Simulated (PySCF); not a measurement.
C4H10NOSi2 (doublet state).
Z-matrix (Å and degrees, GFN2-xTB geometry), rows numbered from 1:
```
C 
C   1  1.3226
O   2  1.3573  1  121.59
C   3  1.3759  2  120.55  1   171.06
C   4  1.3313  3  123.84  2   -32.57
N   4  1.3690  3  108.66  2   148.94
Si  6  1.7406  4  120.98  3   172.96
Si  6  1.7556  4  112.98  3    -4.20
H   1  1.0750  2  121.18  3    -1.67
H   1  1.0730  2  120.84  3   177.72
H   2  1.0843  1  122.60  3  -178.10
H   5  1.0716  4  121.17  3   179.86
H   5  1.0736  4  121.68  3    -1.44
H   7  1.4595  6  110.54  4   -59.17
H   7  1.4606  6  110.29  4    68.93
H   8  1.4644  6  101.54  4  -178.44
H   8  1.4589  6  110.86  4    64.14
H   8  1.4615  6  110.20  4   -61.73
```

The hyperfine couplings belong to this conformer and change with its torsions.

As a line formula: `C=COC(=C)N([SiH2])[SiH3]` [radical].

Computed, not measured: PySCF, UKS B3LYP, pcH-1 on C H N O Si, non-relativistic, mean-field spin-orbit, GIAO. Geometry: GFN2-xTB, one conformer, isolated molecule. A GFN2-xTB geometry isn't a minimum of the functional, and hyperfine couplings can be far from their values at a DFT geometry, by a factor of two or more for some ions and for spin on atoms past the first row. No stability test was run, so a lower SCF solution isn't excluded.

Q: Break the g tensor into its mass correction, gauge correction and orbital-Zeeman/spin–orbit terms.

A: 
```tsv
Δg (ppm)	1	2	3
relativistic mass correction	-138	-138	-138
gauge correction	78	17	57
orbital Zeeman/spin–orbit	-992	-104	1998
total	-1052	-225	1918
```

So g = 2.00127, 2.00209, 2.00424 and g_iso = 2.00253; the tensor is rhombic: the two nearest values differ by 28 % of g3 − g1. Axes: g3 points within 9° of the N6–Si7 bond.

Q: How much does each term add to the isotropic shift?

A: The orbital-Zeeman/spin–orbit term 301, the mass correction -138 and the gauge correction 51 ppm, for a total of 214 ppm. The orbital-Zeeman/spin–orbit term is the largest in size. The mass correction is the same along every axis, so the anisotropy comes from the other two: their spans along these axes are 62 (gauge) and 2990 ppm (orbital Zeeman/spin–orbit).

Q: What effective moment and Curie constant follow for a powder?

A: With the mean of g² = 4.0101 and S(S+1) = 0.75: μ_eff = √(⟨g²⟩S(S+1)) = 1.734 μB and χT = 0.12505·⟨g²⟩·S(S+1) = 0.376 cm³ K/mol (cgs; spin-Hamiltonian part alone).

Q: What are the electron Larmor frequencies g μB B/h along the three axes at 330 mT?

A: 9.2434, 9.2472, 9.2571 GHz for g1, g2 and g3, a range of 13.7 MHz.

Q: In a frozen sample, at which fields do the three g values resonate at 9.5, 34, 94 and 263 GHz (hyperfine left aside), and which band first spreads them over more than twice a line width of 0.5 mT?

A: 
| band | GHz | B(g3) mT | B(g2) mT | B(g1) mT | spread mT |
| --- | --- | --- | --- | --- | --- |
| X | 9.5 | 338.66 | 339.02 | 339.16 | 0.50 |
| Q | 34.0 | 1212.04 | 1213.34 | 1213.84 | 1.80 |
| W | 94.0 | 3350.94 | 3354.53 | 3355.92 | 4.97 |
| J | 263.0 | 9375.51 | 9385.55 | 9389.43 | 13.91 |

The spread grows in proportion to the frequency. Q band is the first where it exceeds 1.0 mT.

The largest Mulliken spin population is on Si7 (+0.98). The angles at Si7 add up to 335.7°, so it is pyramidal.

The HOMO–LUMO gaps are 5.84 eV among the α and 3.31 eV among the β orbitals.
